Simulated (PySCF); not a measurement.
Computed IR spectrum (relative IR intensity) of a molecule CH7BOSi. Coordinates come from a B3LYP-D3(BJ)/def2-SVP optimisation. The values are those of a single conformer. Level of theory: B3LYP-D3(BJ)/def2-SVP (PySCF 2.14.0). Frequencies are harmonic and unscaled.

Lines under 2 % of the strongest are left out, and lines within 2 cm⁻¹ are merged.

| ν (cm⁻¹) | relative intensity |
|---|---|
| 677 | 5.9 |
| 729 | 10 |
| 737 | 12 |
| 887 | 6.8 |
| 952 | 14 |
| 960 | 18 |
| 980 | 96 |
| 996 | 15 |
| 1020 | 6.6 |
| 1162 | 5.4 |
| 1302 | 5.5 |
| 1386 | 100 |
| 1451 | 50 |
| 2231 | 20 |
| 2250 | 53 |
| 2521 | 42 |
| 3125 | 3.7 |

Q: Which molecule gave these data?
A) COB[SiH3]
B) CBO[SiH3]
C) CB(O)[SiH3]

A: B, CBO[SiH3]
